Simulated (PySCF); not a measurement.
A small calculation by hand: dipole moment from atomic charges

Si(Cl)3(NCO) (CCl₃NOSi), SMILES Cl[Si](N=C=O)(Cl)Cl. Atoms are numbered in the order given.

```xyz
7

O      0.0000     0.0000     3.7357
C      0.0000     0.0000     2.5736
N      0.0000     0.0000     1.3736
Si     0.0000     0.0000    -0.3133
Cl     1.6624     0.9598    -0.9913
Cl    -1.6624     0.9598    -0.9913
Cl     0.0000    -1.9196    -0.9913
```
Charge 0, spin multiplicity 1.

The structure is a stationary point at PBE0-D3(BJ)/def2-SVP. The values are those of a single conformer.

Charges (e) from PBE/def2-TZVP run with PySCF:

```tsv
atom	ESP fit	Mulliken
O1	-0.306	-0.142
C2	0.495	0.194
N3	-0.129	-0.130
Si4	-0.161	0.527
Cl5	0.033	-0.150
Cl6	0.033	-0.150
Cl7	0.035	-0.150
```

The dipole moment of the full density is 0.48 D.

Question: What dipole moment does each set of point charges give, and which comes closer to that of the density?

Answer: 
μ = Σ q r, and 1 e Å = 4.8032 D.
ESP fit: Σ q r = (0.000, -0.004, -0.096) e Å, |μ| = 0.46 D.
Mulliken: Σ q r = (0.000, 0.000, 0.071) e Å, |μ| = 0.34 D.
ESP fit comes closer in size. Point charges leave out the atoms' own dipoles (lone pairs, polarised bonds); fits to the potential absorb them, partitions of the density don't.
